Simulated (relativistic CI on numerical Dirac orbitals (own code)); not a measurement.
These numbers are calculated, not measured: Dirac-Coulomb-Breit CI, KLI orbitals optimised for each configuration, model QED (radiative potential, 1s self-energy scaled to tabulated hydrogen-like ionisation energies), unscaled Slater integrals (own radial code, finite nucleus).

The strongest absorption lines from the ground level of an ion, among the configurations computed and to levels below about 66.8 eV (vacuum wavelength in Å, gf): 189.47 (0.75), 190.76 (0.32), 191.92 (0.28), 194.40 (0.61), 196.19 (1.4), 196.43 (0.41), 197.64 (0.28), 205.29 (0.8).

Which ion is it?
A. Cd6+
B. Sn8+
C. Te10+
D. Xe12+

B. Sn8+ has 42 electrons and the ground level 4s2 4p6 4d6 5D_4; the strongest line goes to 4s2 4p6 4d5 5p 5F°_5. The pattern of lines fixes the number of electrons, and along that sequence the line energies rise steadily with the charge (about as its square where n changes within one kind of shell, about linearly where n is kept but much faster in heavy ions where fine structure, which grows about as Z⁴, sets the gap, and irregularly where shells cross), which fixes Z. Configurations outside the model, such as inner-shell arrays, can give stronger lines. At this charge configurations can still be misplaced by up to about 7 % of their energy. Terms inside the open d or f shell come out 10 to 20 % too wide with unscaled integrals.

LS names give the leading component of a level, which can be under half, so a name can repeat, a term be missing and a line seem to break the LS rules.
